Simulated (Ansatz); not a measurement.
Relaxation of Sn2Se⁺ with UKS r2SCAN-D4/def2-TZVP.

```sh
$ ansatz run in.yaml --threads 4 --pin off --events-out ev --progress --plain --max-ram 3916MiB
```

```yaml
crystal:
  periodic: [false, false, false]
  atoms:
    - {symbol: Sn, position_ang: [-0.135676, -1.666677, -0.390638]}
    - {symbol: Sn, position_ang: [0.416416, 1.415581, -0.878377]}
    - {symbol: Se, position_ang: [-0.280740, 0.251096, 1.269015]}
basis:
  gaussian: {orbitals: def2-TZVP}
total_charge: 1
magnetization: {spin_polarized: true, initial_magnetization: 3}
hamiltonian: {xc: r2scan, dispersion: d4}
scf: {lower_state_search: "off"}
output: {orbitals: {seedname: orbitals}}
relax: {f_tol: 0.02, max_steps: 100}
```

It took 38 s on 4 threads of Arm Neoverse V2 on a shared host.

Positions (Å) and forces (eV/Å) at steps 1, 2, 3, 4, 5 of 5:

```xyz
3
step=1 energy=-77009.5233 eV
Sn   -0.136   -1.667   -0.391    0.173   -0.004   -0.699
Sn    0.416    1.416   -0.878    0.135   -0.251   -0.683
Se   -0.281    0.251    1.269   -0.308    0.255    1.381
3
step=2 energy=-77010.0335 eV
Sn   -0.087   -1.514   -0.501    0.024   -1.127   -0.730
Sn    0.405    1.231   -0.937    0.360    0.772   -1.012
Se   -0.318    0.283    1.438   -0.384    0.355    1.742
3
step=3 energy=-77010.1408 eV
Sn   -0.071   -1.558   -0.591   -0.089    0.092    0.411
Sn    0.430    1.237   -1.033   -0.093    0.071    0.415
Se   -0.359    0.321    1.624    0.183   -0.163   -0.826
3
step=4 energy=-77010.2033 eV
Sn   -0.085   -1.567   -0.540   -0.001   -0.077   -0.039
Sn    0.423    1.264   -0.988    0.023    0.057   -0.060
Se   -0.338    0.302    1.528   -0.022    0.020    0.099
3
step=5 energy=-77010.2041 eV
Sn   -0.085   -1.573   -0.542    0.002    0.009   -0.004
Sn    0.424    1.270   -0.991   -0.001   -0.009   -0.001
Se   -0.339    0.303    1.533   -0.001    0.001    0.005
```

In the def2 sets Sn takes a core potential; there is no spin–orbit coupling. The relaxation made no stability test and no search for a lower SCF solution. At r2SCAN-D4/def2-TZVP a doublet of charge 1 lies 2.03 eV below the quartet, each at its own geometry. The structure comes from a short search, and lower isomers may exist.
